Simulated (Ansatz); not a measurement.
Basis-set extrapolation for C2H7AlSSi (`C=C[SiH2][S][AlH2]`) (PBE0-D4/def2-TZVP geometry, frozen core, the Gaussian-basis code of Ansatz). Multiplicity 1, RHF reference.

|  | def2-TZVPP | def2-QZVPP |
| --- | --- | --- |
| HF | -1008.297453 | -1008.328076 |
| MP2 correlation | -0.702457 | -0.754742 |
| CCSD(T) correlation | -0.799428 | not run |

Energies in hartree. Use E(X) = E(∞) + A·exp(−7.88·√X) for Hartree–Fock and E(X) = E(∞) + B·X^(−2.97) for correlation, with X = 3 and 4, and add CCSD(T) minus MP2 of the smaller set to the MP2 limit.

What is the CCSD(T) energy at the basis-set limit?

HF limit: -1008.328076 + (-0.030623) × 0.13774 = -1008.33229. MP2 limit: -0.754742 + (-0.052285) × 0.74074 = -0.79347. Higher-order term: -0.799428 − (-0.702457) = -0.09697. Total: -1009.22273 hartree, 3.42 eV below CCSD(T)/def2-TZVPP.
